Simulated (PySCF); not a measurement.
**Complete the spectrum of (MgSe)5 ring**

Compound: (MgSe)5 ring, Mg5Se5.
Bonds: Mg1–Se2, Mg1–Se10, Se2–Mg3, Mg3–Se4, Se4–Mg5, Mg5–Se6, Se6–Mg7, Mg7–Se8, Se8–Mg9, Mg9–Se10.

Computed with TDDFT wB97X-D/def2-SVPD, vertical, gas phase, core orbitals frozen in the response in PySCF. Geometry: PBE0-D3(BJ)/def2-SVP; no solvent, vibrations or thermal averaging. Relativistic effects, spin–orbit coupling among them, are left out although an element past zinc is present.

Orbital energies (eV): HOMO-3 -8.84, HOMO-2 -8.84, HOMO-1 -8.58, HOMO -8.57, LUMO -1.45, LUMO+1 -0.29, LUMO+2 -0.19.

Lowest singlets, with some entries withheld (?). The highest level found (4.66 eV, f 0.055 so far) is left out, since the window may have cut off a degenerate partner. Orbitals of the list HOMO-3 to LUMO+2 that lie within 0.01 eV of each other are written together with a slash and their weights summed (≥ marks a lower bound); for degenerate orbitals outside that list single weights are arbitrary.

| state | E (eV) | f | main configurations (H = HOMO, L = LUMO) |
| --- | --- | --- | --- |
| S1 | 3.47 | 0.0004 | H→L (77%) |
| S2 | 3.51 | 0.0005 | H-1→L (77%) |
| S3 | 3.71 | 0.0028 | H-3/H-2→L (≥71%) |
| S4 | 3.71 | 0.0029 | H-3/H-2→L (≥69%) |
| S5 | 3.88 | 0.104 | H-4→L (73%), H-3/H-2→L+2 (≥9%) |
| S6 | 4.44 | 0.0006 | H-5→L (66%), H-6→L (14%) |
| S7 | ? | ? | ? |
| S8 | 4.48 | 0.0015 | H-1→L+1 (63%) |
| S9 | ? | ? | ? |

(1) What stands in place of each question mark?

(2) Where do the lowest triplets lie (Tamm–Dancoff)?

(3) How far apart are S1 and S3, in eV and cm⁻¹?

(4) What is the mean static polarisability from the same response equations?

Results:

(1) 
- S7: E = 4.46 eV; f = 0.013; H-6→L (65%), H-5→L (14%)
- S9: E = 4.50 eV; f = 0.0015; H→L+1 (42%), H→L+2 (17%)

(2) T1 3.33 eV, H→L (73%); T2 3.37 eV, H-1→L (72%); T3 3.55 eV, H-3/H-2→L (≥69%); T4 3.56 eV, H-3/H-2→L (≥70%). E(S1) − E(T1) = +0.14 eV.

(3) 3.708 − 3.472 = 0.236 eV, or about 1900 cm⁻¹.

(4) 292.2 au (43.29 Å³), with principal values 213.0, 329.2 and 334.3 au.
